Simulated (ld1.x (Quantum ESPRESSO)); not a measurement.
## Reading a pseudo-wave (fluorine)

Columns: radius, all-electron u(r) and pseudo u(r) of the 2s shell (level -47.10 eV) of fluorine in the configuration [He] 2s2 2p4; PBEsol, non-relativistic, RRKJ scheme, ld1.x (Quantum ESPRESSO) 7.5.

```csv
r (bohr),all-electron,pseudo
0.090,0.4685,-0.1037
0.180,0.2616,-0.2223
0.270,-0.1100,-0.3695
0.360,-0.4587,-0.5499
0.450,-0.7265,-0.7433
0.540,-0.9055,-0.9063
0.630,-1.0070,-1.0070
0.720,-1.0477,-1.0477
0.810,-1.0439,-1.0439
0.900,-1.0094,-1.0094
0.990,-0.9551,-0.9551
1.080,-0.8892,-0.8892
1.170,-0.8174,-0.8174
1.260,-0.7440,-0.7440
1.350,-0.6717,-0.6717
1.440,-0.6025,-0.6025
1.530,-0.5374,-0.5374
1.620,-0.4771,-0.4771
1.710,-0.4219,-0.4219
1.800,-0.3718,-0.3718
1.890,-0.3268,-0.3268
1.980,-0.2864,-0.2864
2.070,-0.2505,-0.2505
2.160,-0.2187,-0.2187
2.250,-0.1906,-0.1906
2.340,-0.1659,-0.1659
```

Question: How many radial nodes do the two functions have?

Answer: The all-electron 2s function has n − l − 1 = 1; the pseudo-wave has 0, since the states of the same l below it are removed with the core.

Question: At about which radius was the pseudo-wave matched?

Answer: 0.65 bohr, where the columns begin to agree (steps of 0.09 bohr).

Question: Where does each function peak?

Answer: Outermost all-electron maximum near 0.72 bohr, pseudo maximum near 0.72 bohr (to the table’s step).

Question: Is the pseudo-wave norm-conserving?

Answer: Yes: the RRKJ scheme keeps the norm inside the radius equal to the all-electron one, which fixes the energy derivative of the logarithmic derivative at the level.
